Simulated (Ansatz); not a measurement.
System: SiNH$_{4}$, charge 0, doublet. SiNH4 (SMILES [SiH2]N, doublet).
B3LYP-D3(BJ)/def2-TZVP minimum from Ansatz (a first-principles code):
```
N
H 1 1.0087
H 1 1.0087 2 110.98
Si 1 1.7309 2 120.36 3 -148.43
H 4 1.4907 1 106.96 2 -48.13
H 4 1.4907 5 110.36 1 116.00
```
Charge 0, spin multiplicity 2.

Property: atomisation energy (electronic, to ground-state atoms), in kJ/mol. Radicals and triplets start from unrestricted determinants; spin-orbit coupling is neglected. Correlated methods leave the cores frozen. Rows without X2C or -DK are non-relativistic. CBS(X,Y): correlation extrapolated as X^-3, Hartree-Fock from the larger set (Q,5: extrapolated as (X+1)exp(-9√X)). A bracket is a step between two methods taken in the basis named. 'core' is core correlation in cc-pwCVTZ (1s frozen past Ne), 'X2C' scalar relativity in cc-pVTZ-DK, both at CCSD(T). For partners of very few electrons the exact lower level stands in for a higher one.

```
level                                                                                 program  atomisation energy (kJ/mol)  difference against the last row
------------------------------------------------------------------------------------  -------  ---------------------------  -------------------------------
HF/cc-pV(5+d)Z                                                                         Ansatz                       1256.4                           -511.1
MP2/CBS(cc-pV(T+d)Z,cc-pV(Q+d)Z)                                                       Ansatz                       1767.0                             -0.5
CCSD(T)/cc-pV(5+d)Z                                                                    Ansatz                       1757.4                            -10.1
CCSD(T)/CBS(cc-pV(Q+d)Z,cc-pV(5+d)Z)                                                   Ansatz                       1767.4                             -0.1
CCSDT(Q)/cc-pV(D+d)Z                                                                   Ansatz                       1583.0                           -184.5
CCSD(T)/CBS(cc-pV(Q+d)Z,cc-pV(5+d)Z) + [CCSDT(Q) - CCSD(T)]/cc-pV(D+d)Z + core + X2C   Ansatz                       1767.5                              0.0
```
